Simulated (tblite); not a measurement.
C₆H₁₃BOSi.
Bonds: C1–C2, C2–C3, C3–C4, C4–C5, C5–C6 (double), C6–B7, B7–O8, O8–Si9, C5–Si9. Hydrogens: H10, H11, H12 on C1; H13, H14 on C2; H15, H16 on C3; H17, H18 on C4; H19 on C6; H20 on B7; H21, H22 on Si9.

Computed with GFN2-xTB (tblite), gas phase: L-BFGS steps from a force-field or distance-geometry start until the largest atomic force falls under 0.01 eV/Å.

At the end of the run (lengths in Å): B7–O8 1.355, C5–Si9 1.898, O8–Si9 1.650, C3–H16 1.092, C5=C6 1.346, C1–H12 1.088, C1–H11 1.088, B7–O8–Si9 115.2°, C5–Si9–O8 92.9°, C6–B7–O8 111.9°, C2–C3–C4 112.2°, C1–C2–C3–C4 180°, C2–C3–C4–C5 177°, C3–C4–C5–C6 128°, H17–C4–C5–C6 -112°, H20–B7–O8–Si9 180°.

Task: These geometries were met on the way; a selection of coordinates is given. Order them by energy above the end point, lowest first.
A. B7–O8 1.357, C5–Si9 1.889, O8–Si9 1.647, C3–H16 1.090, C5=C6 1.347, C1–H12 1.086, C1–H11 1.086, B7–O8–Si9 114.5°, C5–Si9–O8 93.0°, C6–B7–O8 112.5°, C2–C3–C4 111.3°, C1–C2–C3–C4 179°, C2–C3–C4–C5 179°, C3–C4–C5–C6 71°, H17–C4–C5–C6 -168°, H20–B7–O8–Si9 168°
B. B7–O8 1.367, C5–Si9 1.879, O8–Si9 1.652, C3–H16 1.089, C5=C6 1.343, C1–H12 1.087, C1–H11 1.088, B7–O8–Si9 114.1°, C5–Si9–O8 92.3°, C6–B7–O8 111.6°, C2–C3–C4 111.9°, C1–C2–C3–C4 180°, C2–C3–C4–C5 179°, C3–C4–C5–C6 70°, H17–C4–C5–C6 -170°, H20–B7–O8–Si9 159°
C. B7–O8 1.412, C5–Si9 1.871, O8–Si9 1.686, C3–H16 1.104, C5=C6 1.359, C1–H12 1.100, C1–H11 1.099, B7–O8–Si9 106.9°, C5–Si9–O8 97.8°, C6–B7–O8 116.2°, C2–C3–C4 110.6°, C1–C2–C3–C4 180°, C2–C3–C4–C5 179°, C3–C4–C5–C6 71°, H17–C4–C5–C6 -168°, H20–B7–O8–Si9 147°
D. B7–O8 1.358, C5–Si9 1.895, O8–Si9 1.642, C3–H16 1.092, C5=C6 1.345, C1–H12 1.086, C1–H11 1.085, B7–O8–Si9 111.9°, C5–Si9–O8 94.6°, C6–B7–O8 113.8°, C2–C3–C4 111.3°, C1–C2–C3–C4 180°, C2–C3–C4–C5 179°, C3–C4–C5–C6 70°, H17–C4–C5–C6 -169°, H20–B7–O8–Si9 150°
E. B7–O8 1.469, C5–Si9 1.819, O8–Si9 1.726, C3–H16 1.124, C5=C6 1.319, C1–H12 1.114, C1–H11 1.112, B7–O8–Si9 102.9°, C5–Si9–O8 99.3°, C6–B7–O8 116.3°, C2–C3–C4 110.2°, C1–C2–C3–C4 180°, C2–C3–C4–C5 179°, C3–C4–C5–C6 72°, H17–C4–C5–C6 -168°, H20–B7–O8–Si9 146°

Result: A (0.095 eV), B (0.161 eV), D (0.263 eV), C (0.432 eV), E (0.741 eV).

| step | E above end (eV) | rms distance from the end, all atoms (Å) | largest force (eV/Å) | rms shift of all bonds from the end (Å) |
| --- | --- | --- | --- | --- |
| 13 | 0.095 | 0.746 | 0.205 | 0.004 |
| 6 | 0.161 | 0.752 | 0.403 | 0.007 |
| 3 | 0.263 | 0.754 | 0.816 | 0.004 |
| 1 | 0.432 | 0.757 | 2.030 | 0.018 |
| 0 | 0.741 | 0.758 | 3.429 | 0.037 |

Rows stand in the order of the answer.
